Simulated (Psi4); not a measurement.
Input for Psi4:
```
memory 2 GB

molecule {
0 1
  O     0.00956971    0.00206403    0.11338892
  H    -0.05579359    0.76362201   -0.46612807
  H    -0.02076411   -0.78013425   -0.44098332
}

set basis cc-pvtz

energy('b3lyp')
print_variables()
```

Estimate the dipole moment that B3LYP/cc-pVTZ (Psi4 1.11) returns for this input.

1.88 D

What number of basis functions does B3LYP/cc-pVTZ give?

58

Predict the nuclear repulsion energy from B3LYP/cc-pVTZ.

9.1695 Eh

Estimate the total energy that B3LYP/cc-pVTZ returns for this input.

-76.4597 Eh
